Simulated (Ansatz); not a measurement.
C$_{5}$H$_{8}$O, charge +1, doublet, at a GFN2-xTB geometry (a state made from the parent by changing its charge; the spin is typed, not shown lowest); CAM-B3LYP/6-31G (Ansatz, a program for electronic structure).

The Ansatz input:
Ansatz 0.2 input:
```yaml
crystal:
  periodic: [false, false, false]
  atoms:
    - {symbol: O, position_ang: [0.74828079, 1.76165852, -0.87055022]}
    - {symbol: C, position_ang: [0.35903795, 0.82035674, -0.28073641]}
    - {symbol: C, position_ang: [1.15403302, -0.42700155, 0.10013699]}
    - {symbol: C, position_ang: [0.14111989, -1.54273494, 0.22540231]}
    - {symbol: C, position_ang: [-1.23220723, -0.89919179, 0.35850748]}
    - {symbol: C, position_ang: [-1.03876203, 0.59993036, 0.29293917]}
    - {symbol: H, position_ang: [1.97302335, -0.63175095, -0.59064343]}
    - {symbol: H, position_ang: [1.59368435, -0.13424462, 1.06248479]}
    - {symbol: H, position_ang: [0.39423810, -2.19185854, 1.07437979]}
    - {symbol: H, position_ang: [0.16505890, -2.21222786, -0.63982249]}
    - {symbol: H, position_ang: [-1.74254209, -1.17431508, 1.29140036]}
    - {symbol: H, position_ang: [-1.90037894, -1.25870733, -0.42949521]}
    - {symbol: H, position_ang: [-1.81040530, 1.13337413, -0.26385032]}
    - {symbol: H, position_ang: [-0.95825419, 1.06830919, 1.28245125]}
basis:
  gaussian:
    orbitals: 6-31G
hamiltonian:
  xc: cam_b3lyp
total_charge: 1
magnetization: {spin_polarized: true, initial_magnetization: 1}
output: {forces: true}
```

Write the output that Ansatz gives for this input, abridged.


```
Functional definition: CAM-B3LYP
966 factors; integrals over basis functions are off by at most 1.8e-4 eV
378 factors; integrals over basis functions are off by at most 5.1e-6 eV
mean field evaluation 1: about -7338.3243 eV, gradient 4.2e1 eV
mean field evaluation 2: about -7336.4721 eV, gradient 5.2e1 eV
mean field evaluation 4: about -7346.6999 eV, gradient 3.6e0 eV
mean field evaluation 8: about -7347.1120 eV, gradient 2.2e-1 eV
mean field evaluation 16: about -7347.1136 eV, gradient 2.6e-3 eV
mean field -7347.11364402 eV, -270.0014463653 hartree, gradient 2.8e-5 eV, S^2 0.757368; 0 other end points of the search recorded, 0 dependent functions left out
the calculation of the forces begins
reference -7347.11373455 eV, -270.0014496921 hartree; 23, 22 occupied and 47, 48 virtual orbitals, 966 factors
Total energy: -7347.11373455 eV, -270.0014496921 hartree
Atom 0 at     0.748281     1.761659    -0.870550 Å, force     1.035258     2.484487    -1.476142 eV/Å
Atom 1 at     0.359038     0.820357    -0.280736 Å, force    -1.094576    -2.547966     1.090232 eV/Å
Atom 2 at     1.154033    -0.427002     0.100137 Å, force     1.187571    -0.210800     0.045006 eV/Å
Atom 3 at     0.141120    -1.542735     0.225402 Å, force    -0.024008    -1.014146    -0.022579 eV/Å
Atom 4 at    -1.232207    -0.899192     0.358507 Å, force    -0.750991    -0.660111     0.111599 eV/Å
Atom 5 at    -1.038762     0.599930     0.292939 Å, force    -0.909074     0.761985     0.218834 eV/Å
Atom 6 at     1.973023    -0.631751    -0.590643 Å, force     0.054301     0.164493    -0.068519 eV/Å
Atom 7 at     1.593684    -0.134245     1.062485 Å, force     0.129808     0.007255     0.117482 eV/Å
Atom 8 at     0.394238    -2.191859     1.074380 Å, force     0.045077     0.221954     0.040533 eV/Å
Atom 9 at     0.165059    -2.212228    -0.639822 Å, force     0.082967     0.186231    -0.064600 eV/Å
Atom 10 at    -1.742542    -1.174315     1.291400 Å, force     0.142700     0.174095     0.021150 eV/Å
Atom 11 at    -1.900379    -1.258707    -0.429495 Å, force     0.079571     0.185084    -0.072101 eV/Å
Atom 12 at    -1.810405     1.133374    -0.263850 Å, force     0.082557     0.152333    -0.074432 eV/Å
Atom 13 at    -0.958254     1.068309     1.282451 Å, force    -0.061161     0.095106     0.133537 eV/Å
Dipole moment:    -0.003105    -0.045795     0.208336 e Å
```
